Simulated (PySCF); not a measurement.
PySCF job for SiFCl₂Br, SMILES F[Si](Cl)(Cl)Br, PBE-D3(BJ)/def2-SVP. Coordinates come from a PBE-D3(BJ)/def2-SVP optimisation.

```python
import numpy as np
from pyscf import gto, scf, dft, df
from pyscf.hessian import thermo

mol = gto.M(
    atom='''
    F    -0.67961917    1.89255100    0.00000001
    Si   -0.47214061    0.28509523    0.00000000
    Cl   -1.36335405   -0.47182027   -1.67943986
    Cl   -1.36335404   -0.47182027    1.67943987
    Br    1.68801653   -0.14235437   -0.00000000
    ''',
    basis='def2-SVP',
    charge=0,
    spin=0,
    max_memory=1600,
    verbose=3,
)
mf = dft.RKS(mol, xc='pbe').density_fit(auxbasis='def2-universal-jkfit')
mf.disp = 'd3bj'
mf.grids.level = 3
mf.conv_tol = 1e-11
mf.max_cycle = 100
mf.kernel()

# [left out here: the lines that compute and print the analytic Hessian (its translational invariance restored by hand, since the grid's response is missing), thermochemistry and intensities]
```

Log of the run:

```
converged SCF energy = -3882.33104945026

WARN: DFTD3 does not support analytical Hessian, using finite difference


WARN: Mole.unit (angstrom) is changed to Bohr

Mode                                 0                   1                   2
Irrep
Freq [cm^-1]                      128.5092            138.8925            203.8751
Reduced mass [au]                  35.1571             33.1917             30.3775
Force const [Dyne/A]                0.3421              0.3773              0.7439
Char temp [K]                     184.8962            199.8353            293.3309
Normal mode                   x     y     z       x     y     z       x     y     z
       0   F                -0.00  0.00 -0.08   -0.10  0.01  0.00    0.02  0.10 -0.00
       1  Si                 0.00  0.00 -0.05   -0.02  0.02 -0.00    0.01  0.09  0.00
       2  Cl                -0.09  0.03 -0.02    0.08  0.02 -0.05    0.03 -0.05  0.06
       3  Cl                 0.09 -0.03 -0.02    0.08  0.02  0.05    0.03 -0.05 -0.06
       4  Br                -0.00 -0.00  0.05   -0.04 -0.03  0.00   -0.03 -0.01 -0.00
Mode                                 3                   4                   5
Irrep
Freq [cm^-1]                      225.1613            251.9157            388.2702
Reduced mass [au]                  26.4598             24.1569             31.7605
Force const [Dyne/A]                0.7904              0.9032              2.8210
Char temp [K]                     323.9570            362.4507            558.6344
Normal mode                   x     y     z       x     y     z       x     y     z
       0   F                 0.17 -0.01  0.00   -0.00  0.00  0.17    0.02  0.09 -0.00
       1  Si                -0.02 -0.03 -0.00    0.00  0.00 -0.06   -0.07  0.06  0.00
       2  Cl                 0.02 -0.02 -0.04   -0.03 -0.05 -0.04   -0.02 -0.04 -0.06
       3  Cl                 0.02 -0.02  0.04    0.03  0.05 -0.04   -0.02 -0.04  0.06
       4  Br                -0.05  0.03  0.00    0.00 -0.00  0.01    0.04 -0.01  0.00
Mode                                 6                   7                   8
Irrep
Freq [cm^-1]                      572.9756            626.3298            905.9438
Reduced mass [au]                  30.2163             30.0062             22.2777
Force const [Dyne/A]                5.8447              6.9353             10.7727
Char temp [K]                     824.3843            901.1491           1303.4514
Normal mode                   x     y     z       x     y     z       x     y     z
       0   F                 0.02 -0.02  0.00    0.00 -0.00 -0.01   -0.02  0.17  0.00
       1  Si                -0.16 -0.03 -0.00   -0.00  0.00  0.16    0.01 -0.13  0.00
       2  Cl                 0.03  0.02  0.05   -0.03 -0.02 -0.06    0.00  0.00  0.01
       3  Cl                 0.03  0.02 -0.05    0.03  0.02 -0.06    0.00  0.00 -0.01
       4  Br                 0.02 -0.00  0.00    0.00  0.00 -0.00   -0.00  0.00 -0.00
temperature 298.1500 [K]
pressure 101325.00 [Pa]
Rotational constants [GHz] 1.75666 1.09509 0.88083
Symmetry number 1
Zero-point energy (ZPE) 0.00784 [Eh]   20586.974 [J/mol]
                           tot       elec      trans        rot        vib
Entropy [J/mol/K]       355.429      0.000    174.692    123.970     56.767
Cv [J/mol/K]             80.546      0.000     12.472     12.472     55.602
Cp [J/mol/K]             88.860      0.000     20.786     12.472     55.602
Internal energy [J/mol]                      3718.434   3718.434  30039.777
Internal energy [Eh]   -3882.31678  -3882.33105
Enthalpy [J/mol]                             6197.391   3718.434  30039.777
Enthalpy [Eh]          -3882.31583
Gibbs free energy [J/mol]                  -45887.135 -33243.159  13114.620
Gibbs free energy [Eh] -3882.35619
mode   freq/cm-1   IR/(km/mol)
   1      128.51         0.187
   2      138.89         0.199
   3      203.88         3.198
   4      225.16         8.510
   5      251.92        11.725
   6      388.27        20.021
   7      572.98       208.741
   8      626.33       194.994
   9      905.94       118.668
max |gradient| / (hartree/bohr): 3.149962288900048e-05
APT charges: [-0.6158  2.0064 -0.489  -0.489  -0.4124]
```

Self-consistency was reached.

Cost: about 60 core-seconds (a rough figure).
